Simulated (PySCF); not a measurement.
C6H5NS.
Numbering: `[CH:1]#[C:2][c:3]1[cH:4][n:5][s:6][c:7]1[CH3:8]` (hydrogens: H9 on C1; H10 on C4; H11, H12, H13 on C8)

The geometry is computed with GFN2-xTB (gas phase).

Question: List the bond lengths and angles at this level.

Answer: 
```
                  bond  length (bohr)     order
                 C1≡C2          2.269    triple
                 C2–C3          2.660    single
                 C3–C4          2.681  aromatic
                 C4–N5          2.459  aromatic
                 N5–S6          3.089  aromatic
                 S6–C7          3.261  aromatic
                 C7–C8          2.802    single
                 C3–C7          2.606  aromatic
                 C1–H9          1.982    single
                C4–H10          2.034    single
C8–H11, C8–H12, C8–H13          2.059    single
```

Bonds in one row agree within 0.02 bohr and their mean is given. Orders are formal, as drawn. A selection of angles:
```
     angle  degrees
  C2–C1–H9    179.4
  C1–C2–C3    179.9
  C2–C3–C4    124.8
  C2–C3–C7    125.2
  C4–C3–C7    110.0
  C3–C4–N5    116.0
 C3–C4–H10    124.8
 N5–C4–H10    119.2
  C4–N5–S6    111.2
  N5–S6–C7     94.3
  S6–C7–C8    123.1
  C3–C7–S6    108.5
  C3–C7–C8    128.5
 C7–C8–H11    109.9
 C7–C8–H12    110.8
H11–C8–H12    109.5
H11–C8–H13    108.3
```

The 5-membered ring C3–C4–N5–S6–C7 has internal angles of 94.3° to 116.0° (sum 540°, against 540° for a flat polygon); it is planar, 0.00 Å rms from its mean plane, widest ring torsion 0°. N5 (pyridine-type nitrogen) is bent (angle 111.2°). Of the pairs four or more bonds apart, C2···H11 is among the closest relative to their van der Waals radii: 2.76 Å, 95 % of the sum of Bondi's values. The C–C distances run from 1.201 Å (C1≡C2, drawn triple) to 1.483 Å (C7–C8, drawn single), a spread of 0.282 Å. The 8 heavy atoms lie in one plane (0.005 Å rms).

No GFN2-xTB frequencies stand behind this structure, so it isn't proved a minimum.
